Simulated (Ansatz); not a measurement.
Relaxation of C₄H₁₅N₃OSi (24 atoms, charge 0, multiplicity 1), to a largest force component of 0.02 eV/Å in at most 40 steps.

All numbers below come from Ansatz 0.2.0, RKS BLYP/STO-3G.

```xyz
24
Properties=species:S:1:pos:R:3:forces:R:3
Si 0.000 0.000 0.000 -2.23 -0.46 1.28
N 0.000 0.000 1.820 0.03 -0.38 -2.09
H -0.877 -0.271 2.350 1.05 0.53 0.14
H 0.877 0.271 2.350 -1.03 -0.36 0.05
O 1.584 0.000 -0.559 0.93 1.81 -0.35
H 1.901 -0.952 -0.676 -0.10 -1.04 0.10
N -0.857 1.485 -0.606 1.94 -2.48 1.01
C -2.272 1.409 -0.998 0.19 0.30 -0.05
H -2.825 0.778 -0.270 -0.39 -0.09 -0.07
H -2.709 2.429 -1.010 -0.24 0.02 -0.05
H -2.352 0.961 -2.011 -0.63 -0.10 -0.40
C -0.135 2.762 -0.704 -0.40 -0.01 -0.12
H -0.244 3.171 -1.730 0.23 0.52 -0.22
H -0.557 3.483 0.028 0.14 0.67 0.10
H 0.940 2.598 -0.483 0.08 0.10 -0.03
N -0.857 -1.485 -0.606 1.92 2.01 1.64
C -1.599 -2.340 0.332 -0.18 -0.07 -0.48
H -1.222 -2.174 1.363 -0.03 -0.06 0.13
H -2.679 -2.087 0.289 -0.61 -0.37 0.38
H -1.457 -3.405 0.054 -0.19 -0.32 0.15
C -0.808 -1.831 -2.034 -0.37 -0.05 0.22
H -1.610 -1.286 -2.575 -0.18 -0.07 -0.78
H 0.179 -1.543 -2.451 0.09 0.03 -0.33
H -0.957 -2.924 -2.156 0.00 -0.13 -0.24
```

**Question.** Where does it end, and by what steps?

**Answer.** It converged. Limits of this set-up: minimal basis. After 22 steps the energy has fallen by 1.121 eV; H23 moved furthest, 1.67 Å.

```json
{"step": "0", "energy less start (eV)": "0.0000", "largest force component (eV/Å)": "2.480", "accepted": "yes"}
{"step": "1", "energy less start (eV)": "-0.5893", "largest force component (eV/Å)": "1.230", "accepted": "yes"}
{"step": "2", "energy less start (eV)": "-0.7509", "largest force component (eV/Å)": "1.288", "accepted": "yes"}
{"step": "3", "energy less start (eV)": "-0.8726", "largest force component (eV/Å)": "0.801", "accepted": "yes"}
{"step": "4", "energy less start (eV)": "-0.9456", "largest force component (eV/Å)": "0.813", "accepted": "yes"}
{"step": "5", "energy less start (eV)": "-0.9803", "largest force component (eV/Å)": "0.329", "accepted": "yes"}
{"step": "6", "energy less start (eV)": "-0.9821", "largest force component (eV/Å)": "0.270", "accepted": "yes"}
{"step": "7", "energy less start (eV)": "-1.0023", "largest force component (eV/Å)": "0.107", "accepted": "yes"}
{"step": "8", "energy less start (eV)": "-1.0019", "largest force component (eV/Å)": "0.635", "accepted": "no"}
{"step": "9", "energy less start (eV)": "-1.0103", "largest force component (eV/Å)": "0.056", "accepted": "yes"}
{"step": "10", "energy less start (eV)": "-1.0175", "largest force component (eV/Å)": "0.205", "accepted": "yes"}
{"step": "11", "energy less start (eV)": "-1.0235", "largest force component (eV/Å)": "0.397", "accepted": "yes"}
{"step": "12", "energy less start (eV)": "-1.0319", "largest force component (eV/Å)": "0.229", "accepted": "yes"}
{"step": "13", "energy less start (eV)": "-1.0482", "largest force component (eV/Å)": "0.274", "accepted": "yes"}
{"step": "14", "energy less start (eV)": "-1.0531", "largest force component (eV/Å)": "0.553", "accepted": "yes"}
{"step": "15", "energy less start (eV)": "-1.0744", "largest force component (eV/Å)": "0.315", "accepted": "yes"}
{"step": "16", "energy less start (eV)": "-1.0739", "largest force component (eV/Å)": "0.391", "accepted": "no"}
{"step": "17", "energy less start (eV)": "-1.0962", "largest force component (eV/Å)": "0.051", "accepted": "yes"}
{"step": "18", "energy less start (eV)": "-1.1084", "largest force component (eV/Å)": "0.168", "accepted": "yes"}
{"step": "19", "energy less start (eV)": "-1.1145", "largest force component (eV/Å)": "0.195", "accepted": "yes"}
{"step": "20", "energy less start (eV)": "-1.1188", "largest force component (eV/Å)": "0.070", "accepted": "yes"}
{"step": "21", "energy less start (eV)": "-1.1202", "largest force component (eV/Å)": "0.039", "accepted": "yes"}
{"step": "22", "energy less start (eV)": "-1.1208", "largest force component (eV/Å)": "0.013", "accepted": "yes"}
```

```xyz
24
Properties=species:S:1:pos:R:3
Si -0.184 -0.065 0.028
N -0.363 -0.100 1.827
H -1.397 -0.001 2.071
H 0.053 0.798 2.228
O 1.511 -0.089 -0.300
H 1.881 -0.715 0.442
N -0.712 1.295 -0.995
C -2.157 1.725 -0.898
H -2.799 0.820 -0.821
H -2.374 2.388 -0.019
H -2.450 2.288 -1.815
C 0.217 2.484 -1.077
H 0.046 3.041 -2.028
H 0.089 3.215 -0.235
H 1.265 2.111 -1.063
N -1.224 -1.411 -0.486
C -1.162 -2.693 0.312
H -0.995 -2.443 1.383
H -2.123 -3.253 0.220
H -0.343 -3.384 -0.018
C -1.305 -1.691 -1.968
H -2.262 -2.213 -2.209
H -1.278 -0.724 -2.516
H -0.469 -2.335 -2.348
```

Time of the run: 4.2 min on 1 thread of Intel(R) Xeon(R) Platinum 8175M CPU @ 2.50GHz (Skylake/Cascade Lake), with other jobs on the host, peak memory 0.21 GiB.
